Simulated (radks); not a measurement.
Q: The mean radii <r> (bohr) of the occupied orbitals of an atom or ion are listed with their occupations. All-electron calculation, non-relativistic Kohn-Sham, BLYP, spin-unpolarised, spherical densities, point nucleus. Program: a radial shooting solver on a logarithmic mesh with Libxc functionals.

orbital  occ.      <r>
1s          2  0.02047
2s          2  0.08648
2p          6  0.07315
3s          2   0.2197
3p          6   0.2097
3d         10   0.1839
4s          2   0.4899
4p          6   0.4970
4d         10   0.5137
5s          2    1.155
4f         14   0.5866
5p          6    1.264
5d          2    1.649

Name the element and its charge.

A: Z = 74, tungsten, charge +4: W4+ in [Xe] 4f14 5d2. The 1s radius gives Z: for a bare nucleus <r> = 1.5/Z, 0.02027 bohr for Z = 74, and screening makes it slightly larger (0.02047 here). The occupations add up to 70, and the charge is Z minus that.
